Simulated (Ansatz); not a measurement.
Two structures of CH4BrGa, closed shell, reached by relaxing down either side of one saddle point (PBE0-D4/def2-TZVP). Energies are electronic, without zero-point energy. Ansatz 0.2.0; basis: def2-TZVPP and def2-QZVPP; cores frozen in the correlated methods. Filled d shells of the heavier atoms are correlated. The def2 sets are not built for correlating such inner shells, so the correlated values are less sure here. Extrapolation: Hartree–Fock as exp(−7.88 √X), correlation as X^−2.97. First:

```xyz
7
angstrom
Ga -0.1813 -0.7702 -0.6140
Br 1.6982 -1.0525 -1.9238
H -1.3245 -1.7866 -0.9203
C -0.0771 0.6873 0.6810
H -0.9891 0.7766 1.2719
H 0.1041 1.6273 0.1552
H 0.7696 0.5181 1.3500
```

Second:

Ga1  (0.060, -0.293, -0.306)
Br2  (0.649, -2.914, -3.067)
H3  (0.424, -1.916, -2.015)
C4  (-0.239, 1.080, 1.136)
H5  (-1.233, 0.968, 1.585)
H6  (-0.165, 2.096, 0.733)
H7  (0.504, 0.979, 1.935)
(Å)

Problem. Which bonds change from the first to the second?

Solution. CH₄BrGa ([CH3][GaH][Br]) → CH₃Ga ([CH3][Ga]) + HBr; bonds formed: Br2–H3; bonds broken: Ga1–Br2, Ga1–H3.

Problem. Give the saddle point's structure and its height above each. (An estimate is asked for; the value comes from the calculation.)

Solution. By the calculation: 53.46 kcal/mol above the first and 7.20 kcal/mol above the second (CCSD(T) at an estimated basis limit (MP2 extrapolated from triple and quadruple zeta, plus CCSD(T) − MP2 in triple zeta)).
```tsv
atom	x (Å)	y (Å)	z (Å)
Ga1	-0.8338	-0.7525	-0.2336
Br2	1.2760	-1.4407	-2.0492
H3	-0.3330	-1.7974	-1.4829
C4	-0.1354	0.7814	0.8010
H5	-0.8639	1.1336	1.5333
H6	0.1104	1.5957	0.1144
H7	0.7798	0.4798	1.3170
```

T1 diagnostic: at most 0.013. The restricted Hartree–Fock reference is unstable towards an unrestricted one at one or more of these structures.

Labels in which every atom is bracketed show which atoms are joined, not bond orders.

For scale, one of the runs: CCSD(T)/def2-TZVPP, 183 basis functions, launched by `ansatz run in.yaml --threads 4 --pin off --events-out ev --progress --plain --max-ram 9574MiB`. The run took 61 s on 4 CPU threads of an Arm Neoverse V1 (shared host), with 1.9 GiB of host memory at its peak.
